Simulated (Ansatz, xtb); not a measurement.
## Ranking isomers of GeH4Sn

4 gas-phase structures of GeH4Sn, found in a search over its isomers (lower ones may exist). Each was relaxed with GFN2-xTB:

A. a singlet given by its coordinates
B. `[GeH][SnH3]`, a singlet
C. a singlet given by its coordinates
D. `[GeH3][SnH]`, a singlet

C (Å):

```xyz
6

Ge   -0.4498    0.0463    0.2434
Sn    1.0063    0.2570   -1.8989
H     1.6513    0.3052   -0.0303
H    -0.5940    1.2750    1.2024
H    -0.4353   -0.9625    1.4296
H     1.1610   -1.5283   -1.8358
```

Close contacts (Å): Ge1–Sn2 2.60, Ge1–H3 2.13, Ge1–H4 1.57, Ge1–H5 1.56, Sn2–H3 1.98, Sn2–H6 1.79.

A (Å):

| atom | x (Å) | y (Å) | z (Å) |
| --- | --- | --- | --- |
| Ge | -0.3928 | 0.5072 | -1.6363 |
| Sn | 1.0438 | -0.0789 | 0.9199 |
| H | -0.2462 | -0.9430 | -0.6393 |
| H | 1.2817 | 0.5228 | -1.6501 |
| H | -0.2655 | 1.3673 | -0.0994 |
| H | -0.3361 | -0.3813 | 2.1663 |

Close contacts (Å): Ge1–Sn2 2.99, Ge1–H3 1.77, Ge1–H4 1.67, Ge1–H5 1.77, Sn2–H3 2.20, Sn2–H5 2.20, Sn2–H6 1.88.

Question: Make a reasoned guess at their ranking by r2SCAN-D4/def2-SVP single-point energy.

Answer: Calculated order at r2SCAN-D4/def2-SVP: D (0.0), C (46.8), A (57.4), B (95.1) kJ/mol.

Energies above the lowest of each column, in kJ/mol; the last columns are at B3LYP-D3(BJ)/def2-SVP geometries and were run for some of them only (a dash: not run or not comparable):

```csv
structure,GFN2-xTB,HF/STO-3G,r2SCAN-D4/def2-SVP,B3LYP-D3(BJ)/def2-SVP,CCSD(T)/def2-TZVPP
D,0.0,0.0,0.0,0.0,0.0
C,11.2,222.5,46.8,relaxes to D,–
A,4.6,360.4,57.4,38.0,51.4
B,82.1,69.9,95.1,–,–
```

Every level run on D puts it lowest or level with the lowest. Some further structures that were screened fall inside this span and aren't listed. Frequencies (B3LYP-D3(BJ)/def2-SVP) were run for A, D alone. Atoms past krypton carry core potentials in the def2 sets, without spin–orbit terms.

Over these structures GFN2-xTB departs from r2SCAN-D4/def2-SVP by 18.8 kJ/mol on average once a common shift is removed. A GFN2-xTB relaxation took about 0.048 s and the r2SCAN-D4/def2-SVP energy about 1.9 s on a shared host (Ansatz 0.2.0, xtb 6.7.1).
